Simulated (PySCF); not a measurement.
C5H9F, SMILES C[C@@H]1C(F)[C@H]1C.

The structure is a stationary point at B3LYP-D3(BJ)/def2-SVP. The structure was generated by enumeration; whether it is a known compound was not checked.

Vertical ionisation energy (IE) and electron affinity (EA) in eV. Rows of orbital energies are one-electron estimates. Where ΔSCF, EOM or ADC give a negative EA the extra electron is unbound and the value depends on the basis.

| level | IE | EA |
|---|---|---|
| −ε(HOMO), −ε(LUMO), ωB97X/def2-TZVP (PySCF) | 10.16 | -3.39 |
| −ε(HOMO), −ε(LUMO), PBE/def2-TZVP (PySCF) | ? | ? |

Q: What belongs in the gaps? (The exact figures need the calculation; the answer reports its results.)

A: 
- −ε(HOMO), −ε(LUMO), PBE/def2-TZVP (PySCF), IE: 6.33
- −ε(HOMO), −ε(LUMO), PBE/def2-TZVP (PySCF), EA: -0.59
